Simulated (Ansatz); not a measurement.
`C#[C][ZnH]` + NH₃ → `[NH2][ZnH]` + `C#C`  (ligand exchange at a Zn–C bond)

Computed with Ansatz on PBE0-D4/def2-TZVP structures; ΔE is electronic, products minus reactants. CCSD(T)/CBS is the MP2 limit (def2-TZVPP, def2-QZVPP) plus CCSD(T) − MP2 in def2-TZVPP, frozen cores. This one scheme is used for every species. Functionals use def2-TZVPP. For Zn outer-core shells are correlated without core-valence functions, which leaves a few kJ/mol of doubt a bond. Scalar relativity is left out up to krypton.

Task: Is it downhill or uphill in electronic energy at CCSD(T)/CBS, and by how much? (Best estimate.)

Result: Ansatz gave: Uphill: ΔE = +29.3 kJ/mol.

Task: What do these levels give: ωB97X-V, PBE0, CAM-B3LYP, MP2/def2-SVP, HF/def2-TZVPP, HF/def2-QZVPP? (An estimate is asked.)

Result: The calculation gave: ωB97X-V 32.8, PBE0 34.8, CAM-B3LYP 28.6, MP2/def2-SVP 44.2, HF/def2-TZVPP 41.5, HF/def2-QZVPP 38.7 kJ/mol.

Largest T1 diagnostic among the species: 0.016.

In def2-TZVPP, CCSD(T) changes the Hartree–Fock value by −4.8 kJ/mol (the triples alone add +0.7 kJ/mol) and MP2 by −6.4 kJ/mol. Leaving LDA and LC-ωPBE aside and taking each functional with its dispersion term where it has one, the values, not all of them listed here, spread over 8.8 kJ/mol, from BLYP-D4 to B97M-V. LDA lies −7.0 kJ/mol from PBE without D4.
